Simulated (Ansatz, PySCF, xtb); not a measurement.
Bond stretch in CH (cation, charge +1), singlet.

Methods: GFN1-xTB (xtb); RHF/LANL2DZ = restricted Hartree-Fock/LANL2DZ in PySCF; UKS-B3LYP/6-31G* = PySCF 2.14.0 with unrestricted B3LYP/6-31G*, spherical d; FCI = full CI/cc-pVTZ, frozen core run with Ansatz (an electronic-structure program).

Energies relative to the lowest point of each curve near equilibrium, in mEh; the last columns give the difference from FCI:

```json
[
 {"R / Å": "0.86", "GFN1-xTB": "62.8", "RHF/LANL2DZ": "69.5", "UKS-B3LYP/6-31G*": "70.0", "FCI": "66.3", "GFN1-xTB − FCI": "-3.5", "RHF/LANL2DZ − FCI": "3.3", "UKS-B3LYP/6-31G* − FCI": "3.7"},
 {"R / Å": "0.91", "GFN1-xTB": "36.2", "RHF/LANL2DZ": "40.4", "UKS-B3LYP/6-31G*": "41.6", "FCI": "39.3", "GFN1-xTB − FCI": "-3.1", "RHF/LANL2DZ − FCI": "1.0", "UKS-B3LYP/6-31G* − FCI": "2.3"},
 {"R / Å": "0.95", "GFN1-xTB": "21.7", "RHF/LANL2DZ": "24.1", "UKS-B3LYP/6-31G*": "25.6", "FCI": "24.2", "GFN1-xTB − FCI": "-2.4", "RHF/LANL2DZ − FCI": "-0.1", "UKS-B3LYP/6-31G* − FCI": "1.5"},
 {"R / Å": "1.02", "GFN1-xTB": "6.6", "RHF/LANL2DZ": "6.9", "UKS-B3LYP/6-31G*": "8.4", "FCI": "7.8", "GFN1-xTB − FCI": "-1.2", "RHF/LANL2DZ − FCI": "-0.9", "UKS-B3LYP/6-31G* − FCI": "0.6"},
 {"R / Å": "1.06", "GFN1-xTB": "2.3", "RHF/LANL2DZ": "2.1", "UKS-B3LYP/6-31G*": "3.2", "FCI": "2.9", "GFN1-xTB − FCI": "-0.7", "RHF/LANL2DZ − FCI": "-0.9", "UKS-B3LYP/6-31G* − FCI": "0.3"},
 {"R / Å": "1.09", "GFN1-xTB": "0.6", "RHF/LANL2DZ": "0.3", "UKS-B3LYP/6-31G*": "1.0", "FCI": "0.9", "GFN1-xTB − FCI": "-0.3", "RHF/LANL2DZ − FCI": "-0.6", "UKS-B3LYP/6-31G* − FCI": "0.1"},
 {"R / Å": "1.14", "GFN1-xTB": "0.0", "RHF/LANL2DZ": "0.0", "UKS-B3LYP/6-31G*": "0.0", "FCI": "0.0", "GFN1-xTB − FCI": "0.0", "RHF/LANL2DZ − FCI": "0.0", "UKS-B3LYP/6-31G* − FCI": "0.0"},
 {"R / Å": "1.18", "GFN1-xTB": "1.2", "RHF/LANL2DZ": "1.8", "UKS-B3LYP/6-31G*": "1.0", "FCI": "1.1", "GFN1-xTB − FCI": "0.1", "RHF/LANL2DZ − FCI": "0.7", "UKS-B3LYP/6-31G* − FCI": "0.0"},
 {"R / Å": "1.19", "GFN1-xTB": "1.7", "RHF/LANL2DZ": "2.4", "UKS-B3LYP/6-31G*": "1.5", "FCI": "1.5", "GFN1-xTB − FCI": "0.1", "RHF/LANL2DZ − FCI": "0.9", "UKS-B3LYP/6-31G* − FCI": "0.0"},
 {"R / Å": "1.28", "GFN1-xTB": "8.7", "RHF/LANL2DZ": "11.4", "UKS-B3LYP/6-31G*": "8.5", "FCI": "8.5", "GFN1-xTB − FCI": "0.2", "RHF/LANL2DZ − FCI": "2.8", "UKS-B3LYP/6-31G* − FCI": "0.0"},
 {"R / Å": "1.33", "GFN1-xTB": "14.3", "RHF/LANL2DZ": "18.0", "UKS-B3LYP/6-31G*": "14.0", "FCI": "14.0", "GFN1-xTB − FCI": "0.3", "RHF/LANL2DZ − FCI": "4.0", "UKS-B3LYP/6-31G* − FCI": "0.0"},
 {"R / Å": "1.42", "GFN1-xTB": "26.3", "RHF/LANL2DZ": "31.7", "UKS-B3LYP/6-31G*": "25.5", "FCI": "25.5", "GFN1-xTB − FCI": "0.8", "RHF/LANL2DZ − FCI": "6.2", "UKS-B3LYP/6-31G* − FCI": "0.0"},
 {"R / Å": "1.54", "GFN1-xTB": "43.6", "RHF/LANL2DZ": "51.3", "UKS-B3LYP/6-31G*": "42.1", "FCI": "42.2", "GFN1-xTB − FCI": "1.4", "RHF/LANL2DZ − FCI": "9.1", "UKS-B3LYP/6-31G* − FCI": "-0.1"},
 {"R / Å": "1.73", "GFN1-xTB": "70.1", "RHF/LANL2DZ": "82.4", "UKS-B3LYP/6-31G*": "67.8", "FCI": "68.2", "GFN1-xTB − FCI": "1.9", "RHF/LANL2DZ − FCI": "14.2", "UKS-B3LYP/6-31G* − FCI": "-0.4"},
 {"R / Å": "1.88", "GFN1-xTB": "89.2", "RHF/LANL2DZ": "105.4", "UKS-B3LYP/6-31G*": "85.9", "FCI": "86.4", "GFN1-xTB − FCI": "2.7", "RHF/LANL2DZ − FCI": "18.9", "UKS-B3LYP/6-31G* − FCI": "-0.5"},
 {"R / Å": "2.05", "GFN1-xTB": "108.1", "RHF/LANL2DZ": "129.0", "UKS-B3LYP/6-31G*": "101.7", "FCI": "103.9", "GFN1-xTB − FCI": "4.2", "RHF/LANL2DZ − FCI": "25.1", "UKS-B3LYP/6-31G* − FCI": "-2.1"},
 {"R / Å": "2.30", "GFN1-xTB": "130.1", "RHF/LANL2DZ": "158.9", "UKS-B3LYP/6-31G*": "114.8", "FCI": "123.2", "GFN1-xTB − FCI": "6.9", "RHF/LANL2DZ − FCI": "35.7", "UKS-B3LYP/6-31G* − FCI": "-8.4"},
 {"R / Å": "2.48", "GFN1-xTB": "142.0", "RHF/LANL2DZ": "176.9", "UKS-B3LYP/6-31G*": "119.7", "FCI": "133.0", "GFN1-xTB − FCI": "9.0", "RHF/LANL2DZ − FCI": "43.9", "UKS-B3LYP/6-31G* − FCI": "-13.2"},
 {"R / Å": "2.85", "GFN1-xTB": "157.7", "RHF/LANL2DZ": "205.9", "UKS-B3LYP/6-31G*": "126.4", "FCI": "145.0", "GFN1-xTB − FCI": "12.7", "RHF/LANL2DZ − FCI": "60.8", "UKS-B3LYP/6-31G* − FCI": "-18.6"},
 {"R / Å": "3.09", "GFN1-xTB": "—", "RHF/LANL2DZ": "219.7", "UKS-B3LYP/6-31G*": "129.3", "FCI": "148.9", "GFN1-xTB − FCI": "—", "RHF/LANL2DZ − FCI": "70.8", "UKS-B3LYP/6-31G* − FCI": "-19.6"},
 {"R / Å": "3.45", "GFN1-xTB": "—", "RHF/LANL2DZ": "234.8", "UKS-B3LYP/6-31G*": "131.7", "FCI": "151.7", "GFN1-xTB − FCI": "—", "RHF/LANL2DZ − FCI": "83.1", "UKS-B3LYP/6-31G* − FCI": "-20.0"},
 {"R / Å": "3.97", "GFN1-xTB": "—", "RHF/LANL2DZ": "248.2", "UKS-B3LYP/6-31G*": "132.6", "FCI": "153.1", "GFN1-xTB − FCI": "—", "RHF/LANL2DZ − FCI": "95.1", "UKS-B3LYP/6-31G* − FCI": "-20.5"},
 {"R / Å": "4.50", "GFN1-xTB": "—", "RHF/LANL2DZ": "255.3", "UKS-B3LYP/6-31G*": "131.8", "FCI": "153.4", "GFN1-xTB − FCI": "—", "RHF/LANL2DZ − FCI": "101.9", "UKS-B3LYP/6-31G* − FCI": "-21.7"}
]
```

GFN1-xTB is furthest from FCI at 2.85 (12.7 mEh, above); its mean absolute difference over the points is 2.7 mEh.

RHF/LANL2DZ is furthest from FCI at 4.50 (101.9 mEh, above); its mean absolute difference over the points is 25.2 mEh.

UKS-B3LYP/6-31G* is furthest from FCI at 4.50 (-21.7 mEh, below); its mean absolute difference over the points is 5.8 mEh.

Dashes: no converged value, or the column stops at the first point that the program doubted or that broke a chosen test of continuity, which isn't proof of a fault.

The restricted form behind RHF/LANL2DZ keeps the bonding electrons paired and can't separate into open-shell fragments. The unrestricted determinant behind UKS-B3LYP/6-31G* is spin-contaminated at 0.86 to 4.50 Å (<S²> up to 1.0, against 0.00 for a pure singlet).
